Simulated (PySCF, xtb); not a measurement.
CH₉ClN₂Si₂, SMILES C[Si@@](N)(Cl)[SiH2]N. The values are those of a single conformer.

Harmonic wavenumbers (cm⁻¹) from xtb with GFN2-xTB at its own minimum, in rising order: 11, 79, 100, 114, 136, 151, 163, 176, 217, 227, 378, 407, 452, 471, 511, 612, 709, 714, 756, 777, 807, 811, 820, 871, 889, 1374, 1485, 1490, 1515, 1531, 2197, 2209, 3034, 3035, 3041, 3476, 3480, 3513, 3515.

What does PBE-D3(BJ)/def2-SVP in PySCF 2.14.0 give at its own minimum? (Estimate from the structure and the level; the computed values follow.)

48, 50, 110, 138, 153, 175, 189, 211, 245, 323, 401, 445, 474, 493, 517, 668, 684, 727, 759, 796, 817, 836, 866, 881, 902, 1211, 1375, 1382, 1499, 1504, 2134, 2161, 2975, 3074, 3087, 3458, 3462, 3553, 3554. Paired by order, the mean absolute difference is 37 cm⁻¹ and the zero-point energies are 66.1 and 66.2 kcal/mol.
